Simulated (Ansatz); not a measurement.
Coupled-cluster diagnostics for the cluster InO3H3, Ansatz.

Geometry of the singlet (PBE0-D4/def2-SVP):

```
atom    x (Å)    y (Å)    z (Å)
 In1   1.6647  -0.5433   0.3718
  O2  -0.5380  -0.5603   0.6893
  O3   0.4148   1.4999  -0.4587
  O4  -0.6181  -1.4223  -0.4759
  H5  -0.2930   0.9137  -0.0588
  H6   0.3912   2.3285   0.0327
  H7  -1.0215  -2.2161  -0.1004
```

In the def2 sets In takes a core potential; there is no spin–orbit coupling. Correlated methods freeze 7 core orbitals; core or outer-core shells of In are correlated, in sets that lack core-valence functions. The structure holds 1 bond(s) between oxygen atoms. Another isomer (singlet) lies 2.42 eV lower at PBE0-D4/def2-TZVP; other spin states weren't run for this one.

(1) Estimate the CCSD(T) correlation energy, the shares of MP2 and (T), T1 and the reference's ⟨S²⟩ for: charge 0, singlet, own geometry in def2-TZVPP; and the rough time on 4 threads of Arm Neoverse V2 on a shared host.

Results:

(1) 
| state | basis | correlation (eV) | MP2 share (%) | (T) share (%) | T1 | ⟨S²⟩ (pure) | wall time |
| --- | --- | --- | --- | --- | --- | --- | --- |
| charge 0, singlet, own geometry | def2-TZVPP | -28.908 | 96.6 | 3.5 | 0.017 | 0.00 (0.00) | 71 s |
Customary marks for T1 are 0.02 (closed shells), 0.045 (open shells) and about 0.05 (3d metals). T1 stays under 0.02 throughout.
